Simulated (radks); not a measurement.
Question: All-electron atom: the terbium ion Tb+ in [Xe] 4f9 6s0.5 7s0.5 (fractional occupations, a model configuration). Method: Dirac Kohn-Sham, revPBE, spin-unpolarised, spherical densities, finite nucleus; open shells fill j = l - 1/2 first; Fermi nuclear charge, rms radius 5.06 fm; computed with a radial shooting solver on a logarithmic mesh with Libxc functionals.

Spin-orbit splittings of the eigenvalues, e(l+1/2) - e(l-1/2), with zeta = 2 splitting/(2l+1) and mean radii in bohr:

shell  occ.  splitting (eV)  zeta (eV)  <r> j=l-1/2  <r> j=l+1/2
2p        6           746.5      497.7      0.07589      0.08284
3p        6           154.1      102.7       0.2286       0.2418
3d       10           33.63      13.45       0.2141       0.2182
4p        6           34.27      22.85       0.5529       0.5830
4d       10           6.188      2.475       0.6179       0.6286
4f        9          0.7831     0.2238       0.8914       0.9103
5p        6           4.379      2.919        1.497        1.598
6p        0               ?          ?        4.688        4.985

Estimate the 6p splitting.

Answer: 0.3820 eV (zeta = 0.2547 eV).
